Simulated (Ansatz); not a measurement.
The cluster Be2S. The state is a singlet with charge 0. Geometry PBE0-D4/def2-TZVP; atoms count from 1.

```tsv
atom	x (Å)	y (Å)	z (Å)
Be1	-1.105	0.028	0.073
Be2	0.526	-0.963	-0.154
S3	0.579	0.935	0.081
```

The restricted singlet is unstable: a solution with broken spin symmetry lies lower. The geometry of the singlet was relaxed on an unsound state (restricted singlet, unstable towards broken spin symmetry). The structure comes from a short search, and lower isomers may exist.

Question: Estimate the Mulliken populations from the PBE0/def2-TZVP orbitals of Ansatz.

Answer: 
```tsv
atom	charge (e)
Be1	0.04
Be2	0.04
S3	-0.08
```
Mulliken values and Mayer orders depend strongly on the basis.

Question: And the Mayer bond orders between bonded heavy atoms (over 0.3)?

Answer: Be1–Be2 1.21 (1.92 Å); Be1–S3 1.25 (1.91 Å); Be2–S3 1.25 (1.91 Å).
